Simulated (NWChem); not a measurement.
CH3BrMgS; SMILES C[S][Mg][Br]

```xyz
7

Mg     0.2467     0.2486     0.0000
Br    -0.0424    -2.0857     0.0000
S      0.5897     2.5224     0.0000
C     -1.0991     3.2355     0.0000
H     -1.6689     2.9579    -0.8977
H     -0.9785     4.3275     0.0000
H     -1.6689     2.9579     0.8977
```
Atoms are numbered in this order, from 1.

Results from NWChem. Coordinates come from a PBE0/def2-SVP optimisation.

For level LDA (Slater exchange, PW92)/def2-SVP:

- highest occupied level (eV) = -5.61
- orbital gap (eV) = 3.22
- dipole (D) = 1.85

Q: How do the values read with level B3LYP/def2-SVP instead?

A: 
* **highest occupied level (eV)**: -6.43
* **orbital gap (eV)**: 4.71
* **dipole (D)**: 1.72
